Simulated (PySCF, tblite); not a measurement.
Isomers of [C6H12O2]+ (charge +1 and doublet state), one GFN2-xTB conformer each. Single-point energies are computed at B3LYP/pcH-1 (PySCF, gas phase, no added dispersion term), electronic only. GFN2-xTB treats the open shell by occupation alone, and not every SCF solution was tested for stability.

```json
{"SMILES": "CC(=[O+])OCC(C)C", "GFN2-xTB relative energy (kJ/mol)": "0.0"}
{"SMILES": "[CH2+][C](C)COCOC", "GFN2-xTB relative energy (kJ/mol)": "119.6"}
{"SMILES": "CC(C)[C@H](C)C(=[O+])O", "GFN2-xTB relative energy (kJ/mol)": "2.7"}
{"SMILES": "CCCCC(=[O+])OC", "GFN2-xTB relative energy (kJ/mol)": "1.7"}
```

Conformers: `[CH3:1][C:2](=[O+:3])[O:4][CH2:5][CH:6]([CH3:7])[CH3:8]` (charge +1 and doublet state) with C1–C2–O4–C5 174°, C2–O4–C5–C6 35°, O4–C5–C6–C7 72°; `[CH2+:1][C:2]([CH3:3])[CH2:4][O:5][CH2:6][O:7][CH3:8]` (charge +1 and doublet state) with H–C1–C2–C3 180° and 0°, C1–C2–C4–O5 -179°, C2–C4–O5–C6 179°, C4–O5–C6–O7 3°, O5–C6–O7–C8 179°; `[CH3:1][CH:2]([CH3:3])[C@H:4]([CH3:5])[C:6](=[O+:7])[OH:8]` (charge +1 and doublet state) with C1–C2–C4–C5 -177°, C2–C4–C6–O7 41°, C4–C6–O8–H -176°; `[CH3:1][CH2:2][CH2:3][CH2:4][C:5](=[O+:6])[O:7][CH3:8]` (charge +1 and doublet state) with C1–C2–C3–C4 -161°, C2–C3–C4–C5 55°, C3–C4–C5–O6 -32°, C4–C5–O7–C8 178°.

Problem. What does B3LYP/pcH-1 give for the same structures?

Solution. 
```csv
SMILES,B3LYP/pcH-1 E (Eh),B3LYP/pcH-1 (kJ/mol),GFN2-xTB (kJ/mol),point group
CC(=[O+])OCC(C)C,-386.02476,0.0,0.0,C1
CCCCC(=[O+])OC,-386.02242,6.2,1.7,C1
CC(C)[C@H](C)C(=[O+])O,-386.01914,14.8,2.7,C1
[CH2+][C](C)COCOC,-385.98198,112.3,119.6,near Cs
```

Both levels put the same isomer lowest; measured from each level's own lowest isomer, the values differ by up to 12.1 kJ/mol (CC(C)[C@H](C)C(=[O+])O: 2.7 against 14.8). Neighbours under 21 kJ/mol apart (CC(=[O+])OCC(C)C and CCCCC(=[O+])OC; CCCCC(=[O+])OC and CC(C)[C@H](C)C(=[O+])O) can change places with a better method, another conformer or zero-point energy.

Problem. What happens when harmonic zero-point energies from GFN2-xTB frequencies are added?

Solution. 
```tsv
SMILES	ZPE (kJ/mol)	electronic (kJ/mol)	with ZPE (kJ/mol)
CC(=[O+])OCC(C)C	436.6	0.0	0.0
CCCCC(=[O+])OC	438.8	6.2	8.4
CC(C)[C@H](C)C(=[O+])O	440.3	14.8	18.4
[CH2+][C](C)COCOC	432.7	112.3	108.4
```

The zero-point energies span 7.6 kJ/mol. The order is unchanged.

Problem. As an exercise, what shares would exp(−E/RT) give at 298.15 K from these electronic energies alone (no entropy, no degeneracies)?

Solution. RT = 2.479 kJ/mol: CC(=[O+])OCC(C)C 92.1 %, CCCCC(=[O+])OC 7.7 %, CC(C)[C@H](C)C(=[O+])O 0.2 %, [CH2+][C](C)COCOC under 0.1 %.
